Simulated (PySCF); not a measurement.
**How methods differ on the ionisation energy of Ce(50+)**

Ce(50+) [He] 2s2 2p4 (3P) → Ce(51+) [He] 2s2 2p3 (4S), as a difference of total energies. All numbers are calculated (PySCF 2.14, no relativity, point nucleus, in an uncontracted even-tempered set (17 s from 25 bohr⁻², ratio 2.2; 10 p from 32 bohr⁻², ratio 2.2; 6 d from 130 bohr⁻², ratio 2.4; 5 f from 200 bohr⁻², ratio 2.4; 4 g from 290 bohr⁻², ratio 2.4)). Correlated levels: nothing frozen; virtual orbitals above 40 to 60 times the deepest correlated orbital energy dropped. The calculations carry no spin-orbit coupling.

| method | ionisation energy (eV) |
| --- | --- |
| UHF | 9452.0 |
| LDA | 9446.7 |
| PBE | 9454.6 |
| PBE0 | 9454.4 |
| r2SCAN | 9456.2 |
| BP86 | 9456.7 |
| BLYP | 9455.8 |
| MP2 (all electrons) | 9453.5 |
| SCS-MP2 (all electrons) | 9453.7 |

Spin-orbit coupling is strong in these open shells (close to jj coupling). The scalar numbers leave it out and a first-order estimate fails, so it can dominate the gap to the real levels.

The gap to the reference is mostly relativistic.

For comparison: 9545 ± 4 eV (theoretical estimate listed by NIST; NIST Atomic Spectra Database, ionization energies).
